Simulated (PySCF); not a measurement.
PbClBr, SMILES [Cl][Pb][Br] (connectivity only; charge and spin as stated), neutral, multiplicity 1. Heavy atoms are numbered as in [Pb:1]([Cl:2])[Br:3].

The structure is a stationary point at B3LYP-D3(BJ)/def2-TZVP. The def2 effective core potentials stand for the cores of Pb; spin–orbit coupling is left out.

Computed with PySCF with PBE/def2-TZVPD.

Mulliken values depend strongly on the basis, most of all with diffuse functions as here. ESP charges are fitted to the potential on shells at 1.4 to 2.0 van der Waals radii. Atomic charges (e), one atom of each kind:

```csv
atom,ESP fit,Mulliken
Pb1,…,0.74
Cl2,…,-0.41
Br3,…,-0.34
```

What belongs in the gaps? (Estimate from the structure and the level; the computed values follow.)


- Pb1, ESP fit: 0.56
- Cl2, ESP fit: -0.29
- Br3, ESP fit: -0.27
